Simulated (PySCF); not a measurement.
System: sum formula H10Si3NO (charge +1, singlet). It need not be the lowest isomer of its formula. 
Structure (B3LYP-D3(BJ)/def2-TZVP (Ansatz) minimum search):
SMILES: [SiH3]N[SiH2][OH+][SiH3]
```xyz
15

Si    -0.0910     0.5368    -0.8554
N     -1.5134     0.7158     0.0140
Si    -2.7058    -0.5377     0.4225
O      1.1861     0.1552     0.3977
Si     2.8670    -0.3745     0.1749
H      0.0000    -0.6724    -1.6757
H      0.4382     1.7694    -1.4453
H     -1.7884     1.6675     0.2311
H     -3.9641    -0.2791    -0.2973
H     -2.0637    -1.7931    -0.0167
H     -2.9134    -0.5299     1.8825
H      3.6605     0.5828     0.9535
H      2.9938    -0.2478    -1.2814
H      2.9049    -1.7517     0.6789
H      0.8541     0.2559     1.3043
```
Charge +1, spin multiplicity 1.

Dispersion corrections to the total energy (kcal/mol) from the dftd3 and dftd4 libraries through PySCF: D3(BJ) without and D4 with the three-body term, each with the damping fitted for the functional named.

```json
[
 {"functional": "TPSSh", "D3(BJ)": "?", "D4": "-9.02"},
 {"functional": "PBE0", "D3(BJ)": "-7.47", "D4": "-6.30"},
 {"functional": "PW6B95", "D3(BJ)": "-4.89", "D4": "-6.10"},
 {"functional": "PBE", "D3(BJ)": "-8.28", "D4": "-7.37"},
 {"functional": "HF", "D3(BJ)": "-60.52", "D4": "?"},
 {"functional": "BP86", "D3(BJ)": "-14.21", "D4": "-10.15"},
 {"functional": "BLYP", "D3(BJ)": "-18.00", "D4": "?"}
]
```

**Question.** Complete the blanks.

**Answer.** 
- TPSSh, D3(BJ): -9.98
- HF, D4: -24.62
- BLYP, D4: -15.91
